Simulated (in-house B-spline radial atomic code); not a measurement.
Results of a calculation; reference values are marked as such.
## Work functions and surface energies across electron densities: Zn, Pb, Tl, Cd, Ca, Ba, Rb

The positive ions are smeared into a uniform slab; the electrons are solved self-consistently in the LDA (PW92) on a fine grid across the film. Stabilised jellium adds, inside the slab, the constant potential −n de/dn that makes the bulk stable at the metal's density. No lattice, so no dependence on crystal face. Atomic units unless named.

Thick-film averages; measured work functions from the table in Wikipedia's article on work functions.

```
metal  r_s (bohr)  Φ jellium (eV)  Φ stabilised (eV)  Φ measured (eV)  σ jellium (J/m²)  σ stabilised (J/m²)
   Zn        2.31            3.68               4.08      3.63 to 4.9            -0.091                0.736
   Pb        2.31            3.68               4.08             4.25            -0.091                0.736
   Tl        2.49            3.60               3.93       about 3.84             0.086                0.619
   Cd        2.59            3.56               3.86             4.08             0.143                0.562
   Ca        3.27            3.23               3.36             2.87             0.220                0.304
   Ba         3.7            3.03               3.09     2.52 to 2.70             0.188                0.214
   Rb        5.31            2.44               2.36            2.261             0.083                0.072
```

Q: Where do the two models part, and which lies nearer to measurement?

A: They differ by +0.40 eV for Zn and -0.08 eV for Rb; the stabilising potential vanishes near r_s = 4.2, where jellium is in equilibrium. Against the middle of the measured ranges the mean absolute misses are 0.41 eV (jellium) and 0.25 eV (stabilised). The largest miss of the stabilised model is +0.49 eV, for Ca. Plain jellium has a negative surface energy for Zn, Pb.
